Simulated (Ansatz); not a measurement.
C$_{2}$H$_{5}$O (SMILES CC[O]), doublet, geometry from GFN2-xTB. Base run: CCSD(T)/def2-TZVP run with Ansatz (a quantum-chemistry and plane-wave program).

Input for Ansatz:
Ansatz 0.2 input:
```yaml
crystal:
  periodic: [false, false, false]
  atoms:
    - {symbol: C, position_ang: [1.17191809, -0.13861492, 0.23335589]}
    - {symbol: C, position_ang: [-0.34359491, -0.31108949, 0.15398349]}
    - {symbol: O, position_ang: [-1.03045264, 0.58901072, -0.50055513]}
    - {symbol: H, position_ang: [1.62084732, -0.94877495, 0.80144225]}
    - {symbol: H, position_ang: [1.59524001, -0.12379096, -0.76860675]}
    - {symbol: H, position_ang: [1.41159131, 0.81016619, 0.70845745]}
    - {symbol: H, position_ang: [-0.76636098, -0.42127018, 1.18828914]}
    - {symbol: H, position_ang: [-0.58763560, -1.33018941, -0.24917730]}
basis:
  gaussian:
    orbitals: def2-TZVP
magnetization: {spin_polarized: true, initial_magnetization: 1}
correlation: {method: ccsd_t}
```

The base run was repeated with changes; each row names its change, and settings that it needs were set with it.

```csv
change,ΔE vs base (kcal/mol),MP2 correlation (Eh),CC correlation without the perturbative part (Eh),basis functions,core-seconds (rough),outcome
base,0.000,-0.52740,-0.56882,123,100,converged
lower_state_search = off,0.000,-0.52740,-0.56882,123,30,converged
diis_vectors = 2,0.000,-0.52740,-0.56882,123,100,converged
electrons = all,-,-,-,-,-,cut at the time limit
method = rpa,-40.13,-,-,123,6,converged
reference functional = pbe0,0.80,-,-0.58838,123,20,converged
"fitting = cc-pVTZ-JKFIT (mean field), cc-pVTZ-RIFIT (correlation)",-0.112,-0.52728,-0.56902,123,100,converged
method = mp2,?,-0.52740,-,123,6,converged
diis_vectors = 4,0.000,-0.52740,-0.56882,123,100,converged
method = ccsd,?,-0.52740,-0.56882,123,60,converged
```

Problem. Fill in the missing entries.

Solution. 
- method = mp2, ΔE vs base (kcal/mol): 38.21
- method = ccsd, ΔE vs base (kcal/mol): 12.23
